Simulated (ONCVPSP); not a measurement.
**LDA (Perdew-Zunger) ONCV dataset for Co (Z = 27), scalar-relativistic all-electron reference.**

ONCVPSP 4.0.1 input, shortened (lines: element, Z, core and valence counts, functional; n l f; lmax; l rc ep ncon nbas qcut; lloc lpopt rc5 dvloc0; l nproj debl; icmod fcfact rcfact), LDA (Perdew-Zunger), scalar-relativistic:

```
  Co 27.00    3    4        3      upf
    1    0    2.00
    2    0    2.00
    2    1    6.00
    3    0    2.00
    3    1    6.00
    3    2    7.00
    4    0    2.00
    2
    0    1.45    0.00    4    9    8.20
    1    0.75    0.00    4    9    9.80
    2    1.15    0.00    4    9   11.90
    4    5    0.50    6.00
    0    2    1.10
    1    2    1.70
    2    1    1.40
    3    1.50    1.25
```

In the p channel the program set the typed energies aside and used -2.408, 0.250 Ha.

All-electron outer shells of the reference configuration (LDA (Perdew-Zunger), scalar-relativistic, ld1.x):

| shell | level (eV) | outermost node (bohr) | outermost maximum (bohr) |
| --- | --- | --- | --- |
| 2p | -769.46 | – | 0.17 |
| 3s | -101.87 | 0.31 | 0.67 |
| 3p | -65.51 | 0.28 | 0.68 |
| 3d | -8.46 | – | 0.66 |
| 4s | -5.68 | 0.96 | 2.29 |

(1) Estimate the cutoffs (Ha) at which the residual kinetic energy of the hardest occupied pseudo-wave falls to 1 and 0.1 mHa per electron.

(2) Does the potential have ghost states?

(3) Which valence shell sets the plane-wave cutoff?

(4) Tests: 3s2 3p6 3d7 4s1; 3s2 3p6 3d7 4s0; 3s2 3p6 3d6 4s0; 3s2 3p6 3d7 4s1 4p1. Which has the largest error in its energy relative to the reference configuration, and how large is it?

Results:

(1) 98 Ha and 439 Ha.

(2) No bound ghost flagged; GHOST(+) flagged for s at 137.0 eV.

(3) 3p: 98 Ha for 1 mHa per electron, against 62 Ha for 3d.

(4) 3s2 3p6 3d6 4s0, with -14 meV (all-electron minus pseudo) on +62.57 eV.
